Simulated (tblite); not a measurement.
Isomers of C5H11FO2Si. All values are computed: GFN2-xTB (tblite) harmonic vibrations without scaling, gas phase. This tight-binding method is rough: wavenumbers can miss measured ones by several per cent, in bad cases by 10 to 20. Modes of hydrogen on silicon can be 10 to 20 % off. One conformer each.

Electronic energies: GFN2-xTB at the same geometries; isomer energies are rough at this level and their order can be wrong.

```
                   SMILES  electronic energy, lowest = 0 (kJ/mol)
      CC(C)OC(=O)[SiH2]CF                                   291.7
        C=CC[Si](F)(OC)OC                                     0.0
CCO[Si@@H](C=O)[C@@H](C)F                                   280.0
```

Question: How do GFN2-xTB zero-point energies change the relative energies?

Answer: 
```json
{"SMILES": "C=CC[Si](F)(OC)OC", "ZPE (kJ/mol)": "407.3", "of it from modes above 1550 cm⁻¹": "208.7", "electronic (kJ/mol)": "0.0", "with ZPE, lowest = 0 (kJ/mol)": "0.0", "lowest mode (cm⁻¹)": "27", "rings": "0"}
{"SMILES": "CCO[Si@@H](C=O)[C@@H](C)F", "ZPE (kJ/mol)": "400.7", "of it from modes above 1550 cm⁻¹": "202.0", "electronic (kJ/mol)": "280.0", "with ZPE, lowest = 0 (kJ/mol)": "273.4", "lowest mode (cm⁻¹)": "24", "rings": "0"}
{"SMILES": "CC(C)OC(=O)[SiH2]CF", "ZPE (kJ/mol)": "395.6", "of it from modes above 1550 cm⁻¹": "199.5", "electronic (kJ/mol)": "291.7", "with ZPE, lowest = 0 (kJ/mol)": "280.0", "lowest mode (cm⁻¹)": "13", "rings": "0"}
```

The zero-point energies span 11.7 kJ/mol, from `CC(C)OC(=O)[SiH2]CF` to `C=CC[Si](F)(OC)OC`. The order is unchanged.
